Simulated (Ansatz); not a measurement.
Calculated with Ansatz (gas phase, PBE0-D4/def2-TZVP geometries, no zero-point term in ΔE). CCSD(T)/CBS adds triple-zeta CCSD(T) − MP2 to the extrapolated MP2 energy (def2 sets, frozen cores). Functionals use def2-TZVPP. B3LYP here is the variant with VWN-RPA as its local correlation; programs differ in this. HSE06 is defined as in plane-wave codes. One conformer a species, not always the lowest.

`CO[SiH2][SiH2]O` → `OC[SiH2][SiH2]O`  (isomerisation)

Question: Is it downhill or uphill in electronic energy at CCSD(T)/CBS, and by how much? (An estimate is asked.)

Answer: Ansatz gave: Uphill: ΔE = +103.1 kJ/mol.

Question: What do these levels give: HSE06-D4, ωB97X-V, B3LYP, CCSD/def2-SVP, MP2/def2-TZVPP, SCS-MP2/def2-TZVPP? (An estimate is asked.)

Answer: Computed: HSE06-D4 95.2, ωB97X-V 103.4, B3LYP 104.9, CCSD/def2-SVP 103.9, MP2/def2-TZVPP 106.9, SCS-MP2/def2-TZVPP 109.2 kJ/mol.

Largest T1 diagnostic among the species: 0.012.

In def2-TZVPP, CCSD(T) changes the Hartree–Fock value by −13.8 kJ/mol (the triples alone add −1.4 kJ/mol) and MP2 by −10.5 kJ/mol. From BLYP to BHLYP (50 % exact exchange), in def2-TZVPP and without D4, ΔE moves by +9.7 kJ/mol.
